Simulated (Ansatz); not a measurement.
One molecule, several partners

SbH₃ beside different partners, each pair relaxed from a docking trial to one local arrangement, named by its closest contact against the van der Waals radii; a more strongly bound one may exist. Pairs that react, share a proton or have a doubtful reference are left out. Counterpoise interaction energies from the frozen fragments; negative means bound. Gas-phase electronic energies, without zero-point energy, by CCSD(T) at an estimated basis limit (MP2 extrapolated from triple and quadruple zeta, plus CCSD(T) − MP2 in triple zeta); Ansatz 0.2.0, def2-TZVPPD and QZVPPD, frozen cores, core potentials past krypton, on PBE0-D4/def2-TZVP structures. Extrapolation: Hartree–Fock as exp(−7.88 √X), correlation as X^−2.97.

```tsv
partner	closest contact, atom of SbH₃ first (Å)	Hartree–Fock limit (kcal/mol)	interaction energy (kcal/mol)
SnCl₄ (SMILES Cl[Sn](Cl)(Cl)Cl)	Sb···Cl 3.88	1.75	-2.48
CH₃Cl (SMILES CCl)	Sb···Cl 3.71	0.54	-2.22
HF	H···H 1.88	-0.10	-1.98
C₂H₄ (SMILES C=C)	Sb···C 3.63	0.84	-1.77
CO	Sb···O 3.64	0.08	-0.64
NH₄⁺	H···H 1.74	-6.80	?
```

(1) What is the interaction energy with NH₄⁺? (Judge from chemistry; the value comes from the calculation.)

The T1 diagnostic stays at or below 0.019. The filled d shells of Sb, Sn are correlated in sets not built for that, so values that involve them are less sure.

For scale, one of the runs: CCSD(T)/def2-TZVPPD, 367 basis functions (an equivalent command: `ansatz run in.yaml --threads 2 --backend cuda`). Time: 27 s of wall clock on 2 CPU threads and a share of one NVIDIA H100; the host was shared. Peak host memory: 0.88 GiB.

Answers

(1) The calculation gives: -10.40 kcal/mol. It counts from the two fragments frozen as in the pair.
